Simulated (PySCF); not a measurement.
Gas-phase reaction: 6 SH ⇌ S6 + 6 H

Energies from PySCF, thermal terms from the rigid-rotor harmonic-oscillator model, ideal gas at 1 bar. † marks an energy on the PBE0/def2-TZVP geometry and frequencies; other levels use their own. 6-31G* has spherical d functions here. Open shells (unrestricted): SH (multiplicity 2), H (multiplicity 2); the rest are closed-shell singlets. Spin-orbit splitting is ignored; it lowers the true energy and changes the entropy of SH. B3LYP is the form with VWN-RPA correlation.

```csv
level,"ΔH°(298 K), kJ"
B3LYP/6-31G*,700
B3LYP/def2-TZVP†,644
PBE/def2-SVP,?
PBE0/def2-SVP†,587
r2SCAN/def2-TZVP†,?
```

### Question
What belongs in the gaps?

### Answer

- PBE/def2-SVP, ΔH°(298 K), kJ: 481
- r2SCAN/def2-TZVP†, ΔH°(298 K), kJ: 516
